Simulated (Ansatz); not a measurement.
Basis-set extrapolation for C$_{2}$H$_{6}$O$_{2}$SSi (`O[Si]1(S)CCO1`) (PBE0-D4/def2-TZVP geometry, frozen core, Ansatz 0.2.0). Multiplicity 1, RHF reference.

```tsv
	def2-TZVPP	def2-QZVPP
HF	-915.657664	-915.688972
MP2 correlation	-1.102361	-1.187794
CCSD(T) correlation	-1.191516	not run
```

Energies in hartree. Use E(X) = E(∞) + A·exp(−7.88·√X) for Hartree–Fock and E(X) = E(∞) + B·X^(−2.97) for correlation, with X = 3 and 4, and add CCSD(T) minus MP2 of the smaller set to the MP2 limit.

What is the CCSD(T) energy at the basis-set limit?

HF limit: -915.688972 + (-0.031308) × 0.13774 = -915.69328. MP2 limit: -1.187794 + (-0.085433) × 0.74074 = -1.25108. Higher-order term: -1.191516 − (-1.102361) = -0.08916. Total: -917.03352 hartree, 484.0 kJ/mol below CCSD(T)/def2-TZVPP.
